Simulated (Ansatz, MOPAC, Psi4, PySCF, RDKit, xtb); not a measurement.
Pair of molecules: C2H3N (SMILES CC#N) (first 6 atoms) with CH5N (SMILES CN); geometry from B3LYP-D3(BJ)/def2-TZVP, rigid monomers moved along the line of their centres of mass till H5···N8 is 2.30 Å.
(charge 0, multiplicity 1):
```xyz
13

C      0.193     1.302     0.163
C     -0.637     0.109     0.142
N     -1.293    -0.836     0.162
H     -0.289     2.106    -0.394
H      0.324     1.602     1.205
H      1.164     1.094    -0.287
C      0.598    -0.531     3.294
N     -0.410     0.511     3.088
H      1.521    -0.077     3.657
H      0.817    -1.008     2.337
H      0.306    -1.319     3.999
H     -0.655     0.950     3.967
H     -1.258     0.104     2.711
```

| level | interaction energy (kJ/mol) | cost |
|---|---|---|
| UFF | 14.4 | - |
| GFN-FF | -9.4 | - |
| AM1 | 3.1 | - |
| PM7 | -15.8 | - |
| HF/6-31G* | -1.8 | - |
| HF/6-31G* (no counterpoise) | -6.9 | - |
| HF/aug-cc-pVDZ | 1.2 | - |
| r2SCAN-D3(BJ)/def2-TZVPPD | -17.5 | ×1 |
| r2SCAN-D4/def2-TZVPPD | -17.0 | ×1 |
| B3LYP/6-31G* | -6.9 | - |
| B3LYP/def2-TZVPPD | -4.5 | ×2 |
| B3LYP-D3(BJ)/def2-TZVPPD | -16.9 | ×2 |
| PBE0/def2-TZVPPD | -10.2 | ×1 |
| PBE0-D3(BJ)/def2-TZVPPD | -17.6 | ×1 |
| M06-2X/6-31G* (no counterpoise) | -27.4 | - |
| wB97X-V/def2-TZVPPD | -16.3 | ×3 |
| wB97M-V/def2-TZVPPD | -17.1 | ×4 |
| MP2/6-31G* | -9.5 | - |
| CCSD(T)/aug-cc-pVDZ | -12.2 | ×30 |
| SAPT0/jun-cc-pV(D+d)Z | -14.7 | - |

The rows run from -27.4 (M06-2X/6-31G* (no counterpoise)) to 14.4 kJ/mol (UFF). The dispersion term adds -12.5 in B3LYP-D3(BJ), -7.4 in PBE0-D3(BJ). The 4 functionals in def2-TZVPPD without D3 or D4 span 12.6, from wB97M-V to B3LYP.

Monomers are frozen at their geometry in the pair; levels with a basis set take the counterpoise correction. Rows marked so take none. RDKit's UFF carries no charges.

Cores are frozen in the correlated methods. Rows in 6-31G* carry no dispersion term and start afresh at each structure (6-31G* with six Cartesian d functions). MP2/6-31G* freezes PySCF's default core. The state that AM1, PM7 reach isn't checked; PM7 holds dispersion and hydrogen-bond terms.

Run with Ansatz (a quantum-chemistry and plane-wave program) with Gaussian orbitals; MOPAC for AM1, PM7 (differences of heats of formation); Psi4 for SAPT; PySCF for 6-31G* rows, the dispersion terms; RDKit for the force fields; xtb for the GFN methods. Values without a source in brackets are computed.

Costs are rough ratios of core time to PBE/def2-TZVPPD (about 13 s over the structures, on one shared machine); a dash marks a level with no comparable run of its own.
